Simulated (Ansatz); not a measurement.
Basis-set series for `N[SiH2][SiH2]C=O`. The species carries charge 0 and has multiplicity 1. All single points use the PBE0-D4/def2-TZVP geometry. It is one conformer, not always the lowest.

```json
{"functional": "PBE0-D4", "basis": "def2-SVP", "functions": "113", "energy (Eh)": "-750.52340", "HOMO (eV)": "-6.73", "LUMO (eV)": "-1.39"}
{"functional": "PBE0-D4", "basis": "def2-QZVPP", "functions": "521", "energy (Eh)": "-750.96259", "HOMO (eV)": "-6.91", "LUMO (eV)": "-1.68"}
{"functional": "ωB97M-V", "basis": "def2-SVP", "functions": "113", "energy (Eh)": "-750.83318", "HOMO (eV)": "-8.97", "LUMO (eV)": "0.90"}
{"functional": "ωB97M-V", "basis": "def2-QZVPP", "functions": "521", "energy (Eh)": "-751.27921", "HOMO (eV)": "-9.16", "LUMO (eV)": "0.44"}
```

Problem. Give the rows for def2-TZVPP. (An estimate is asked.)

Solution. Ansatz gave: 
```
functional       basis  functions  energy (Eh)  HOMO (eV)  LUMO (eV)
   PBE0-D4  def2-TZVPP        275   -750.93295      -6.87      -1.62
   ωB97M-V  def2-TZVPP        275   -751.25123      -9.13       0.54
```

Positive LUMOs are unbound and depend on the basis.
